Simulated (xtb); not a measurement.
C₈H₁₂, SMILES C1=CCCC=CCC1. All values are semi-empirical tight-binding results from xtb (GFN2-xTB unless named), good for trends rather than for accurate numbers. The structure is a stationary point at GFN2-xTB. The values are those of a single conformer.

Optimised geometry:

```xyz
20

C     -1.7157     0.1223    -0.6622
C     -1.7157     0.1223     0.6622
C     -0.6332    -0.4453     1.5309
C      0.6332     0.4453     1.5309
C      1.7157    -0.1223     0.6622
C      1.7157    -0.1223    -0.6622
C      0.6332     0.4453    -1.5309
C     -0.6332    -0.4453    -1.5309
H     -2.5401     0.5891    -1.1853
H     -2.5401     0.5891     1.1853
H     -0.3596    -1.4447     1.1830
H     -1.0094    -0.5392     2.5505
H      1.0094     0.5392     2.5505
H      0.3596     1.4447     1.1830
H      2.5401    -0.5891     1.1853
H      2.5401    -0.5891    -1.1853
H      0.3596     1.4447    -1.1830
H      1.0094     0.5392    -2.5505
H     -0.3596    -1.4447    -1.1830
H     -1.0094    -0.5392    -2.5505
```
Charge 0, spin multiplicity 1.

### Question
Estimate the properties. (An estimate is asked for; the answer gives what the named calculation found.)

### Answer

The point group as xtb finds it comes out as C2h, the orbital gap is 4.60 eV and the dipole moment comes out as 0.00 D. The zero-point energy comes out as 110.9 kcal/mol and the G − E(el) at 298.15 K (modified RRHO) is 91.7 kcal/mol. The static polarisability (D4 model) comes out as 91.8 bohr³, the solvation energy, GFN2-xTB/ALPB(water) is -0.4 kcal/mol and the solvation energy, GFN2-xTB/ALPB(benzene) is -5.6 kcal/mol.

Computed IR lines (harmonic; lines under 4 % of the strongest left out, lines within 3 cm⁻¹ merged):
ν (cm⁻¹): 792 (m), 935 (w), 1366 (w), 1723 (w), 2960 (m), 2983 (m), 2994 (s), 3044 (m), 3061 (vs) (against the strongest line: vs over 80 %, s over 45 %, m over 15 %, w over 4 %, vw less)

Computed atomic charges and the Wiberg bond orders between heavy atoms:
charges (e) C1 -0.04, C2 -0.04, C3 -0.05, C4 -0.05, C5 -0.04, C6 -0.04, C7 -0.05, C8 -0.05, H9 0.02, H10 0.02, H11 0.04, H12 0.03, H13 0.03, H14 0.04, H15 0.02, H16 0.02, H17 0.04, H18 0.03, H19 0.04, H20 0.03. Bond orders C1–C2 1.93, C2–C3 1.02, C3–C4 0.97, C4–C5 1.02, C5–C6 1.93, C6–C7 1.02, C1–C8 1.02, C7–C8 0.97.
